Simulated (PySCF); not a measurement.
## ZrI₃⁺, singlet: computed properties

Computed with PBE0 in PySCF with Zr def2-SVP with ECP28, I def2-SVP with ECP28; scalar-relativistic core potentials, no spin–orbit coupling; density-fitted integrals.

The structure is a minimum.

```xyz
4
charge 1 multiplicity 1, angstrom
Zr    0.0000    0.0000    0.7185
I     2.4582    0.0000   -0.1722
I    -1.2291    2.1289   -0.1722
I    -1.2291   -2.1289   -0.1722
```

| Item | Value |
| --- | --- |
| Point group | C3v |
| Bond lengths | Zr–I 2.615 Å (×3) |
| Bond angles | I–Zr–I 109.0° (×3) |
| Principal polarisabilities | 76.8, 152.8, 152.8 bohr³ |
| Principal quadrupole moments (Buckingham, traceless) about the centre of mass | -0.45, 0.22, 0.22 D Å |
| Rotational symmetry number | 3 |
| Enthalpy at 298.15 K above 0 K | 20.01 kJ/mol |
| Heat capacity Cp at 298.15 K | 79.7 J/(mol K) |
| Lowest empty level | -8.31 eV |
| Zero-point energy | 5.9 kJ/mol |
| Rotational constants | 0.01395, 0.01395, 0.007327 cm⁻¹ |
| Dipole moment about the centre of mass | 3.83 D |
| Highest occupied level | -12.14 eV |
| Entropy at 298.15 K and 1 bar | 393.7 J/(mol K) |

Harmonic modes (masses in u: Zr 89.905, I 126.904):
```csv
symmetry,ω (cm⁻¹),"IR (km/mol, summed over degenerate members)"
e,57,0.2
a1,57,3.5
a1,225,5.7
e,291,115
```

In C3v the vibrations span 2e + 2a1.

Charges (e):
```
  atom  Mulliken  Löwdin  polar tensor  Mayer order to Zr1
   Zr1      0.63   -0.44          1.77                   –
I2,3,4      0.12    0.48         -0.26                1.66
```

Mulliken populations on Zr1 (electrons outside its core potential): s 2.45, p 6.40, d 2.48, f 0.05.

Formally Zr is in oxidation state +4, d0. A d0 centre has no lone pair, yet it is C3v rather than trigonal planar: covalent bonding through the d orbitals favours lower symmetry. The polar-tensor charge on Zr, 1.77, is far below the formal one.

Stability towards spin polarisation was not tested. This need not be the most stable arrangement of these atoms.

The final relaxation and frequency run took about 4 core-minutes on a shared host.
